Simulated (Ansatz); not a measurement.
Results of the Gaussian-basis code of Ansatz.

Basis-set series for `BOBF`. The species carries charge 0 and has multiplicity 1. All single points use the PBE0-D4/def2-TZVP geometry. It is one conformer, not always the lowest.

```csv
functional,basis,functions,energy (Eh),HOMO (eV),LUMO (eV)
PBE0-D4,def2-TZVPP,166,-226.54128,-9.06,-1.30
PBE0-D4,def2-QZVPP,318,-226.55437,-9.08,-1.32
ωB97M-V,def2-TZVPP,166,-226.71947,-11.44,0.70
ωB97M-V,def2-QZVPP,318,-226.73169,-11.45,0.59
```

Problem. Give the rows for def2-SVP. (Best estimate.)

Solution. The calculation gave: 
```csv
functional,basis,functions,energy (Eh),HOMO (eV),LUMO (eV)
PBE0-D4,def2-SVP,71,-226.27492,-9.00,-1.23
ωB97M-V,def2-SVP,71,-226.44560,-11.33,0.91
```

Positive LUMOs are unbound and depend on the basis.
